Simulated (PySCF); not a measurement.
Vertical excitations of a molecule C4H4F2 from TDDFT-PBE/def2-SVPD (PySCF), as energy in eV (oscillator strength): 6.11 (0.000), 6.33 (0.001), 6.36 (0.002), 6.88 (0.007), 6.94 (0.002), 7.53 (0.176), 7.69 (0.002), 7.73 (0.019), 7.86 (0.018), 8.41 (0.085). Lowest triplet (TDA): 5.07 eV. Coordinates come from a r2SCAN-D4/def2-SVP optimisation. Other conformers were not sampled.

Q: Pick the molecule that these values belong to.
A) CC#CC(F)F
B) C=CC=C(F)F
C) FC1=CC[C@H]1F
D) CC=C=C(F)F

A: A, CC#CC(F)F
